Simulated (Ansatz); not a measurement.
Stepwise reaction of `[F][Ga]([F])[SeH]` with hydrogen, as a gas-phase model of exchange steps in deposition or etching. ΔE in kJ/mol; ΔG adds harmonic PBE0-D4 terms to CCSD(T)/CBS, at 1 bar.

Isolated molecules relaxed with PBE0-D4/def2-TZVP in Ansatz; ΔE leaves out vibrations. CBS: MP2 limit from def2 TZ/QZ plus the TZ coupled-cluster correction, frozen cores. This one scheme is used for every species. DFT in def2-TZVPP. B3LYP here is the variant with VWN-RPA as its local correlation; programs differ in this. For Ga, Se outer-core shells are correlated without core-valence functions, which leaves a few kJ/mol of doubt a bond. Scalar relativity is left out up to krypton. Each species was taken in one conformer, which may not be the lowest.

| step | reaction | PBE-D4 | B3LYP-D4 | ωB97M-V | CCSD(T)/CBS | ΔG(600 K) |
| --- | --- | --- | --- | --- | --- | --- |
| 1 | `[F][Ga]([F])[SeH]` + H₂ → `[F][GaH][SeH]` + H–F | 54.1 | 57.4 | 55.3 | 51.9 | 50.1 |
| 2 | `[F][GaH][SeH]` + H₂ → `[GaH2][SeH]` + H–F | 71.1 | 74.8 | 71.5 | 67.4 | 66.0 |

Task: By hand: ΔE of the 2 steps together at CCSD(T)/CBS.

Result: (51.9) + (67.4) = 119.3 kJ/mol, or 59.7 kJ/mol a step.

In ΔE each step is higher than the one before. All are uphill at CCSD(T)/CBS. ΔG lies between 50.1 and 66.0 kJ/mol a step. PBE-D4 differs from CCSD(T)/CBS by 2.2 to 3.7 kJ/mol a step. Isolated molecules leave out the surface, adducts and barriers. Largest T1 diagnostic: 0.013.
